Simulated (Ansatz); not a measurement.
Wavefunction ladder for C$_{2}$H$_{6}$GeSn (`C=[C]1[GeH2][SnH2]1`)

Cartesian coordinates in Å:
```
C -0.806 1.530 0.736
C -0.239 0.456 0.213
Ge 0.676 -0.091 -1.436
Sn 0.241 -1.616 0.575
H -0.856 2.478 0.199
H -1.252 1.527 1.729
H -0.180 -0.166 -2.711
H 2.056 0.530 -1.703
H -1.062 -2.710 0.638
H 1.421 -1.938 1.760
```

Charge 0, multiplicity 1. Correlated methods include outer-core shells of Ge, Sn, which these sets cover unevenly. Scalar relativity is left out up to krypton. Sn takes the def2 core potential. All single points use the PBE0-D4/def2-TZVP geometry. Frozen core, restricted reference, Ansatz.

```json
{"basis": "def2-SVP", "HF (Eh)": "-2367.50964", "MP2 corr.": "-0.60886"}
{"basis": "def2-TZVPP", "HF (Eh)": "-2367.87162", "MP2 corr.": "-0.91067"}
{"basis": "def2-QZVPP", "HF (Eh)": "-2367.91833", "MP2 corr.": "-1.40720"}
```

Question: Estimate the CCSD correlation energy and the (T) correction in each basis where they were run (hartree).

Answer: 
| basis | CCSD corr. | (T) |
| --- | --- | --- |
| def2-SVP | -0.64885 | -0.02513 |
| def2-TZVPP | -0.93266 | -0.03929 |
